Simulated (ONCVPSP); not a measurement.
Before and after: ONCV potential for hafnium (Hf)

- Element: hafnium (Hf)
- Generator: ONCVPSP 4.0.1
- Type: optimised norm-conserving Vanderbilt (ONCV)
- Functional: Wu-Cohen
- Relativity: scalar-relativistic
- Frozen core: [Kr] 4d10 4f14
- Valence charge: 12
- Reference configuration: 5s2 5p6 5d2 6s2
- Partial waves: 5s+6s: rc 1.60 bohr, ncon 4, nbas 7, qcut 8.2 1/bohr, 3 projectors, debl 2.5 Ha; 5p: rc 1.70 bohr, ncon 4, nbas 9, qcut 9.4 1/bohr, 3 projectors, debl 2.2 Ha; 5d: rc 3.25 bohr, ncon 4, nbas 9, qcut 5.6 1/bohr, 2 projectors, debl 3.7 Ha
- Local potential: polynomial inside 1.40 bohr (lpopt 5, dvloc0 0 Ha)
- Core correction: none

Change: d: rc 4.32.

Cutoffs: the cutoffs (Ha) at which the residual kinetic energy of the hardest occupied pseudo-wave falls to 1 and 0.1 mHa per electron; they do not see the model core or the augmentation charge, which bear on the density cutoff. Errors are all-electron minus pseudo energies relative to the spin-unpolarised reference configuration.

**Question.** Predict the effect on cutoff, ghosts and configuration errors.

**Answer.** The potential gets neither clearly harder nor softer (26 Ha and 31 Ha → 26 Ha and 31 Ha); the p channel sets the loose cutoff, while the largest relative change is in d, which becomes softer; of the 3 tests that both files solve, the error grows in 3 and shrinks in 0 by more than 15 % and 0.3 meV (median size 0.7 → 23.8 meV); neither file shows a bound ghost. More of the atom is replaced by a form fitted at one configuration, so other configurations suffer.

```tsv
quantity	base	changed
cutoff, loose	26 Ha	26 Ha
cutoff, tight	31 Ha	31 Ha
loose cutoff by channel	s 23 Ha, p 26 Ha, d 8.9 Ha	s 23 Ha, p 26 Ha, d 6.5 Ha
bound ghosts	none	none
GHOST(+) flags under 300 eV	none	none
tests with a reliable result	3 of 4	3 of 4
error for 5s2 5p6 5d2 6s1, meV [ΔE 8.02 eV]	-2.5	+24
error for 5s2 5p6 5d2 6s0, meV [ΔE 22.15 eV]	+0.4	+87
error for 5s2 5p6 5d2 6s0 6p2, meV [ΔE 7.97 eV]	+0.7	-1.1
s: phases at 1.63 bohr within 0.05 rad from the reference energy up to (Ha; the scan ends near 5)	to the end of the scan	to the end of the scan
p: phases at 1.73 bohr within 0.05 rad from the reference energy up to (Ha; the scan ends near 5)	to the end of the scan	to the end of the scan
```
